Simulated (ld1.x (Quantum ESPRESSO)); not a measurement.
**Transferability test, TM semilocal potential for beryllium (Be)**

* Element: beryllium
* Generator: ld1.x (Quantum ESPRESSO) 7.5
* Type: norm-conserving Troullier–Martins (semilocal form)
* Functional: PBE
* Relativity: scalar-relativistic
* Frozen core: none
* Valence charge: 4
* Reference configuration: 1s2 2s1 2p1
* Partial waves: 1s (bound): rc 0.50 bohr; 2p (bound): rc 4.20 bohr
* Local potential: the p channel
* Core correction: none

Occupied shells without a wave of their own: 2s. They enter only through the test configuration that unscreens the potential.

Energies are relative to the spin-unpolarised reference configuration 1s2 2s1 2p1; without spin polarisation the order of configurations can differ from experiment.

Task: Give the all-electron excitation energy and the error of the potential for: 1s2 2s2 2p0; 1s2 2s1 2p0; 1s2 2s0 2p0; 1s1 2s2 2p0; 1s2 2s0 2p2; 1s2 2s0 2p1; 1s2 2s1.5 2p0.

Result:

```tsv
valence configuration	charge	ΔE all-electron (eV)	error AE − PS (meV)
1s2 2s2 2p0	0	-3.612	-63
1s2 2s1 2p0	+1	5.938	+82
1s2 2s0 2p0	+2	23.887	+320
1s1 2s2 2p0	+1	124.670	+617
1s2 2s0 2p2	0	3.639	+1.4
1s2 2s0 2p1	+1	9.848	-54
1s2 2s1.5 2p0	+0.5	0.148	-2.2
```

The 2s level has no wave, so the channel is fitted at the deeper level alone: the likely source of the large errors.
